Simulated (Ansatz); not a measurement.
Geometry optimisation, Ansatz, RKS PBE-D4/def2-SVP.

input.yaml

```yaml
crystal:
  periodic: [false, false, false]
  atoms:
    - { symbol: In, position_ang: [-1.732092, -0.988556, -2.204198] }
    - { symbol: Si, position_ang: [0.680774, -0.134571, 0.608312] }
    - { symbol: "N", position_ang: [0.396034, -0.778144, -0.913438] }
    - { symbol: H, position_ang: [-0.388859, 0.943974, 0.445402] }
    - { symbol: Cl, position_ang: [-2.366792, 0.420924, -0.055597] }
    - { symbol: H, position_ang: [0.114568, 1.506538, 0.828768] }
    - { symbol: H, position_ang: [2.023443, 0.464564, 0.939394] }
    - { symbol: H, position_ang: [0.017607, -0.656108, 1.840065] }
    - { symbol: H, position_ang: [1.255217, -0.778722, -1.488808] }
basis:
  gaussian: { orbitals: def2-SVP }
hamiltonian:
  xc: pbe
  dispersion: d4
relax:
  f_tol: 0.03
  max_steps: 50
output:
  orbitals: {}
```

Run as:

```bash
$ ansatz run input.yaml --threads 2 --pin off --max-ram 3072MiB --backend cpu --events-out ev --progress --plain --runs-dir out
```

Where does it end, and by what steps?

The run converged. After 26 steps the energy has fallen by 1.207 eV; H4 moved furthest, 1.05 Å. Parted: In1–Cl5 (2.65 → 3.07 Å), Si2–H4 (1.53 → 2.59 Å). Joined: H4–Cl5 (2.11 → 1.34 Å).

```tsv
step	energy less start (eV)	largest force component (eV/Å)	accepted
0	0.0000	2.508	yes
1	-0.4675	1.402	yes
2	-0.7307	0.486	yes
3	-0.8480	0.307	yes
4	-0.8882	0.572	yes
5	-0.9290	0.619	yes
6	-1.0582	0.704	yes
7	-1.0821	1.000	yes
8	-1.1123	0.697	yes
9	-1.1263	0.567	yes
10	-1.1624	0.454	yes
11	-1.1511	0.560	no
12	-1.1791	0.146	yes
13	-1.1865	0.294	yes
14	-1.1880	0.343	yes
15	-1.1916	0.107	yes
16	-1.1960	0.055	yes
17	-1.1989	0.197	yes
18	-1.2009	0.148	yes
19	-1.2032	0.081	yes
20	-1.2042	0.086	yes
21	-1.2053	0.078	yes
22	-1.2057	0.116	yes
23	-1.2061	0.091	yes
24	-1.2063	0.073	yes
25	-1.2066	0.046	yes
26	-1.2067	0.023	yes
```

```xyz
9
Properties=species:S:1:pos:R:3
In -1.294 -0.708 -2.258
Si 0.878 -0.072 0.638
N 0.411 -0.752 -0.874
H -1.427 1.092 0.436
Cl -2.618 1.136 -0.186
H -0.113 1.053 0.967
H 2.226 0.614 0.673
H 0.808 -0.972 1.854
H 1.128 -1.391 -1.250
```

Time of the run: 43 s on 2 threads of Intel(R) Xeon(R) Platinum 8488C (Sapphire Rapids), with other jobs on the host, peak memory 0.17 GiB.
